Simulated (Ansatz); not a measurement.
Basis-set extrapolation for C$_{7}$H$_{14}$, SMILES `C=CCCCCC` (PBE0-D4/def2-TZVP geometry, frozen core, the Gaussian-basis code of Ansatz). Multiplicity 1, RHF reference.

```csv
,def2-TZVPP,def2-QZVPP
HF,-273.310760,-273.323539
MP2 correlation,-1.206294,-1.281053
CCSD(T) correlation,-1.333134,not run
```

Energies in hartree. Use E(X) = E(∞) + A·exp(−7.88·√X) for Hartree–Fock and E(X) = E(∞) + B·X^(−2.97) for correlation, with X = 3 and 4, and add CCSD(T) minus MP2 of the smaller set to the MP2 limit.

Task: What is the CCSD(T) energy at the basis-set limit?

Result: HF limit: -273.323539 + (-0.012779) × 0.13774 = -273.32530. MP2 limit: -1.281053 + (-0.074759) × 0.74074 = -1.33643. Higher-order term: -1.333134 − (-1.206294) = -0.12684. Total: -274.78857 hartree, 379.8 kJ/mol below CCSD(T)/def2-TZVPP.
